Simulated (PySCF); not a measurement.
Species: C₆H₁₁AsO.
InChI=1S/C6H11AsO/c8-5-6-1-3-7-4-2-6/h5-7H,1-4H2

Method: TDDFT CAM-B3LYP/def2-SVPD, vertical, gas phase, core orbitals frozen in the response in PySCF 2.14.0, density-fitted response routines. The structure is a single PBE0-D3(BJ)/def2-SVP conformer in the gas phase; no vibrational or solvent corrections. Relativistic effects, spin–orbit coupling among them, are left out although an element past zinc is present.

Problem. Predict the UV-vis stick spectrum at this level.

Solution. 

```
state  λ (nm)  E (eV)       f  |μ| (D)  main configurations (H = HOMO, L = LUMO)
   S1   287.2    4.32  0.0003     0.13                               H-1→L (95%)
   S2   198.2    6.25   0.046     1.40                  H→L+1 (78%), H→L+3 (10%)
   S3   197.4    6.28   0.069     1.70                    H→L+2 (73%), H→L (16%)
   S4   188.0    6.59   0.010     0.64                    H→L (77%), H→L+2 (14%)
   S5   177.8    6.97   0.150     2.38     H→L+5 (58%), H→L+4 (22%), H→L+3 (11%)
   S6   172.1    7.20  0.0010     0.19                               H-2→L (87%)
   S7   169.6    7.31   0.016     0.75              H-1→L+1 (46%), H-1→L+3 (40%)
   S8   166.1    7.46   0.014     0.69                             H-2→L+1 (76%)
   S9   164.4    7.54   0.063     1.49    H→L+4 (47%), H→L+5 (24%), H-2→L+2 (8%)
  S10   160.4    7.73  0.0019     0.26     H→L+3 (28%), H→L+7 (24%), H→L+4 (21%)
```

Triplets, Tamm–Dancoff:

| state | E (eV) | λ (nm) | main configurations (H = HOMO, L = LUMO) |
| --- | --- | --- | --- |
| T1 | 3.72 | 333.3 | H-1→L (94%) |
| T2 | 5.29 | 234.4 | H→L+1 (57%), H→L+5 (14%), H→L+3 (11%) |
| T3 | 5.33 | 232.7 | H→L+2 (72%), H→L+6 (10%) |
| T4 | 6.07 | 204.3 | H-7→L (30%), H-4→L (18%), H-8→L (17%) |

The lowest singlet lies at 4.32 eV (287 nm, ultraviolet) and is dark (f under 0.0005); its leading configuration is HOMO-1→LUMO (95%). The strongest level in the table is S5 at 6.97 eV (178 nm, f = 0.150). S1 has the pattern of n→π* at C=O. Of the 10 states listed, 7 reach f = 0.01 and 1 stays under 0.0005. The oscillator strengths of these states sum to 0.371; summed over the whole spectrum of an exact calculation they would give the number of electrons, 88 (Thomas–Reiche–Kuhn). Weighted by f, the mean energy of these states is 6.88 eV. The vertical ionisation energy (ΔSCF) is 9.06 eV, 1.33 eV above S10. The window holds the lowest 10 singlets.
